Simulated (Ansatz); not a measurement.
Start from `COC(=O)O` and change one atom or group to get `O=C(O)[CH2][GeH3]`.

Ansatz, PBE0-D4/def2-TZVP geometries, multiplicity 1. Each molecule was computed in one conformer, which needn't be the lowest.

Scalar relativity is left out up to krypton.

```json
{"property": "size of the dipole moment (ωB97M-V/def2-TZVPP) / D", "`COC(=O)O`": "0.64"}
{"property": "HOMO–LUMO gap (B3LYP/def2-TZVPP) / eV", "`COC(=O)O`": "8.87"}
{"property": "LUMO energy (PBE/def2-TZVPP) / eV", "`COC(=O)O`": "-0.06"}
{"property": "HOMO energy (B3LYP/def2-TZVPP) / eV", "`COC(=O)O`": "-8.30"}
{"property": "HOMO energy (PBE0/def2-TZVPP) / eV", "`COC(=O)O`": "-8.56"}
{"property": "HOMO–LUMO gap (PBE0/def2-TZVPP) / eV", "`COC(=O)O`": "9.55"}
```

Question: What does the change do to each property? (Best estimate.)

Answer: Computed: 
```tsv
property	`O=C(O)[CH2][GeH3]`	shift
size of the dipole moment (ωB97M-V/def2-TZVPP) / D	1.76	1.12
HOMO–LUMO gap (B3LYP/def2-TZVPP) / eV	7.48	-1.39
LUMO energy (PBE/def2-TZVPP) / eV	-1.11	-1.05
HOMO energy (B3LYP/def2-TZVPP) / eV	-7.82	0.48
HOMO energy (PBE0/def2-TZVPP) / eV	-8.06	0.50
HOMO–LUMO gap (PBE0/def2-TZVPP) / eV	8.00	-1.55
```

With PBE0 the HOMO rises by 0.50 eV and the LUMO falls by 1.04 eV, so the gap narrows by about 1.54 eV. PBE moves the HOMO by 0.38 eV and ωB97M-V by 0.55 eV. Dipoles are sizes alone; their direction can turn.

B3LYP here is the variant with VWN-RPA as its local correlation; programs differ in this.
